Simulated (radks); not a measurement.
The numbers below are computed, except where a source is named.
Problem. Mean orbital radii <r> (bohr) of the praseodymium ion Pr+, [Xe] 4f3 6s1, of relativity; Dirac values are averaged over j with weights 2j + 1. Spin-unpolarised spherical Kohn-Sham, PBEsol, point nucleus unless stated (finite: rms radius 4.8919 fm), a radial shooting solver on a logarithmic mesh with Libxc functionals. A level marked "c x" has the speed of light scaled by that factor and shares open shells by 2j + 1; other Dirac levels either fill j = l - 1/2 first or share by 2j + 1.

shell       non-rel.
3s            0.2875
3p            0.2773
3d            0.2482
4s            0.6545
4p            0.6740
4d            0.7259
5s             1.588
5p             1.794
4f             1.078
5d (empty)     2.813
6s             4.263
6p (empty)     5.180

Give the values at the level "Dirac, c x 0.75".

Solution. 
shell       Dirac, c x 0.75  change of magnitude (%)
3s                   0.2591                    -9.90
3p                   0.2641                    -4.77
3d                   0.2473                    -0.38
4s                   0.5958                    -8.98
4p                   0.6471                    -3.99
4d                   0.7302                    +0.59
5s                    1.438                    -9.47
5p                    1.732                    -3.49
4f                    1.289                   +19.59
5d (empty)            2.954                    +5.02
6s                    3.883                    -8.92
6p (empty)            5.047                    -2.57
